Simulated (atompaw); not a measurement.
## Plane-wave convergence, PAW (atompaw) potential for B

* Element: B
* Generator: atompaw 4.2.0.5
* Type: PAW
* Functional: PBE
* Relativity: scalar-relativistic
* Frozen core: [He]
* Valence charge: 3
* Reference configuration: 2s2 2p1
* Partial waves: 2s (bound); 2s channel at 0.7 Ry; 2p (bound); 2p channel at 3.8 Ry
* Local potential: troulliermartins scheme with l = 2 at 0 Ry, radius 2.75 bohr
* Core correction: smooth core density matched at 1.80 bohr
* Augmentation charge: sinc compensation charge, radius 2.75 bohr; PAW radius 3.00 bohr; waves and projectors: bloechl

The pseudo-atom Hamiltonian at the reference potential is diagonalised in spherical Bessel functions j_l(qr) that vanish at 20 bohr, with q² up to the cutoff. All-electron valence levels (Ry): 2s -0.6941, 2p -0.2651.

Q: How do the lowest levels (Ry) of each channel move with the cutoff, and are there ghosts?

A:

```
cutoff (Ry)     s #1     p #1    p #2    d #1    f #1    f #2  Σ f·Δε (mRy)
          8  -0.6936  -0.2471  0.0294  0.0661  0.1129  0.2439          18.9
         10  -0.6937  -0.2613  0.0292  0.0661  0.1129  0.2439           4.6
         12  -0.6937  -0.2644  0.0292  0.0661  0.1129  0.2439           1.3
         15  -0.6938  -0.2651  0.0292  0.0661  0.1129  0.2439           0.5
         18  -0.6940  -0.2651  0.0292  0.0661  0.1129  0.2439           0.1
         21  -0.6940  -0.2651  0.0292  0.0661  0.1129  0.2439           0.0
        400  -0.6940  -0.2651  0.0292  0.0661  0.1129  0.2439           0.0
```

Result: no extra level below or beside the all-electron valence levels (s, p, d, f tested); 10 mRy is reached at 10 Ry and 1 mRy at 15 Ry.
